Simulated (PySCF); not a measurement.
Ionisation energy of Sn³¹⁺ by level of theory

Sn³¹⁺ [Ar] 3d1 (2D) → Sn³²⁺ [Ar] (1S), as a difference of total energies. All numbers are calculated (PySCF 2.14, no relativity, point nucleus, in an uncontracted even-tempered set (16 s from 4.4 bohr⁻², ratio 2.5; 11 p from 5.7 bohr⁻², ratio 2.5; 8 d from 5.7 bohr⁻², ratio 2.5; 4 f from 20 bohr⁻², ratio 2.7; 3 g from 30 bohr⁻², ratio 2.7)). Correlated levels: outer shells: [Ne] frozen; virtual orbitals above 40 to 60 times the deepest correlated orbital energy dropped. The calculations carry no spin-orbit coupling.

```json
{"method": "UHF", "ionisation energy (eV)": "1838.9"}
{"method": "LDA", "ionisation energy (eV)": "1840.0"}
{"method": "PBE", "ionisation energy (eV)": "1840.7"}
{"method": "PBE0", "ionisation energy (eV)": "1840.6"}
{"method": "r2SCAN", "ionisation energy (eV)": "1841.2"}
{"method": "PW91", "ionisation energy (eV)": "1841.3"}
{"method": "TPSS", "ionisation energy (eV)": "1840.3"}
{"method": "MP2 (outer shells)", "ionisation energy (eV)": "1838.6"}
{"method": "SCS-MP2 (outer shells)", "ionisation energy (eV)": "1838.6"}
```

A first-order spin-orbit estimate (lowest level to lowest level, LS coupling) adds 6.682 eV.

All relativistic terms are absent from these numbers, so their closeness to the reference says little about the methods.

For comparison: 1844 ± 4 eV (theoretical estimate listed by NIST; NIST Atomic Spectra Database, ionization energies).
